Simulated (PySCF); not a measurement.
FH₄NO₂Si. Atoms are numbered in the order given.

```xyz
9

N     -1.6265    -0.4236     0.2548
Si     0.0053    -0.0121    -0.0114
O      0.2193     1.2196    -1.0913
O      0.9082    -1.2644    -0.5828
F      0.5497     0.4551     1.4457
H     -1.9193    -0.6901     1.1892
H     -2.1624    -0.9092    -0.4567
H     -0.2952     2.0193    -0.9311
H      1.7210    -1.0244    -1.0440
```
Charge 0, spin multiplicity 1.

The structure is a stationary point at B3LYP-D3(BJ)/def2-SVP. The structure was generated by enumeration, and PubChem lists no compound with its InChIKey, so it may never have been made. One conformer was computed; it need not be the lowest.

Method: PBE/pcSseg-1 in PySCF.

GIAO shieldings, no solvent; atoms listed in one row are averaged. δ = σ(ref) − σ: ¹⁵N against NH3 (σ = 267.0 ppm); ²⁹Si against TMS (σ = 335.4 ppm); ¹⁷O against H2O (σ = 334.3 ppm); ¹⁹F against CFCl3 (σ = 133.6 ppm); ¹H against TMS (σ = 31.49 ppm), references at their B3LYP-D3(BJ)/def2-TZVP geometries, non-relativistic.

Computed chemical shifts:
```
nucleus  atoms  count  δ (ppm)
-------  -----  -----  -------
¹⁵N         N1      1     22.4
²⁹Si       Si2      1    -55.6
¹⁷O         O3      1     63.2
¹⁷O         O4      1     55.7
¹⁹F         F5      1   -175.9
¹H          H9      1     2.28
¹H          H8      1     1.99
¹H          H6      1     0.97
¹H          H7      1     0.68
```
